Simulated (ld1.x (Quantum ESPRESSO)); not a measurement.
**Reading a pseudo-wave (Sc)**

Columns: radius, all-electron u(r) and pseudo u(r) of the 3p shell (level -30.77 eV) of scandium in the configuration [Ne] 3s2 3p6 3d2 4s1 4p0; LDA (PZ), scalar-relativistic, TM scheme, ld1.x (Quantum ESPRESSO) 7.5.

```json
{"r (bohr)": "0.118", "all-electron": "0.4148", "pseudo": "-0.0393"}
{"r (bohr)": "0.235", "all-electron": "0.4551", "pseudo": "-0.1492"}
{"r (bohr)": "0.353", "all-electron": "0.1348", "pseudo": "-0.3126"}
{"r (bohr)": "0.470", "all-electron": "-0.2578", "pseudo": "-0.4991"}
{"r (bohr)": "0.588", "all-electron": "-0.5886", "pseudo": "-0.6811"}
{"r (bohr)": "0.705", "all-electron": "-0.8119", "pseudo": "-0.8287"}
{"r (bohr)": "0.822", "all-electron": "-0.9362", "pseudo": "-0.9267"}
{"r (bohr)": "0.940", "all-electron": "-0.9819", "pseudo": "-0.9704"}
{"r (bohr)": "1.058", "all-electron": "-0.9714", "pseudo": "-0.9648"}
{"r (bohr)": "1.175", "all-electron": "-0.9251", "pseudo": "-0.9227"}
{"r (bohr)": "1.292", "all-electron": "-0.8582", "pseudo": "-0.8577"}
{"r (bohr)": "1.410", "all-electron": "-0.7805", "pseudo": "-0.7804"}
{"r (bohr)": "1.528", "all-electron": "-0.6997", "pseudo": "-0.6997"}
{"r (bohr)": "1.645", "all-electron": "-0.6211", "pseudo": "-0.6211"}
{"r (bohr)": "1.763", "all-electron": "-0.5461", "pseudo": "-0.5461"}
{"r (bohr)": "1.880", "all-electron": "-0.4775", "pseudo": "-0.4775"}
{"r (bohr)": "1.998", "all-electron": "-0.4149", "pseudo": "-0.4149"}
{"r (bohr)": "2.115", "all-electron": "-0.3593", "pseudo": "-0.3593"}
{"r (bohr)": "2.232", "all-electron": "-0.3101", "pseudo": "-0.3101"}
{"r (bohr)": "2.350", "all-electron": "-0.2665", "pseudo": "-0.2665"}
{"r (bohr)": "2.468", "all-electron": "-0.2285", "pseudo": "-0.2285"}
{"r (bohr)": "2.585", "all-electron": "-0.1958", "pseudo": "-0.1958"}
{"r (bohr)": "2.702", "all-electron": "-0.1674", "pseudo": "-0.1674"}
{"r (bohr)": "2.820", "all-electron": "-0.1428", "pseudo": "-0.1428"}
{"r (bohr)": "2.938", "all-electron": "-0.1216", "pseudo": "-0.1216"}
{"r (bohr)": "3.055", "all-electron": "-0.1036", "pseudo": "-0.1036"}
```

Problem. How many radial nodes do the two functions have?

Solution. The all-electron 3p function has n − l − 1 = 1; the pseudo-wave has 0, since the states of the same l below it are removed with the core.

Problem. At about which radius was the pseudo-wave matched?

Solution. 1.60 bohr. The columns agree to 0.0005 from 1.29 bohr on; several derivatives are matched, so the curves merge somewhat inside the radius.

Problem. Is the pseudo-wave norm-conserving?

Solution. Yes: the TM scheme keeps the norm inside the radius equal to the all-electron one, which fixes the energy derivative of the logarithmic derivative at the level.
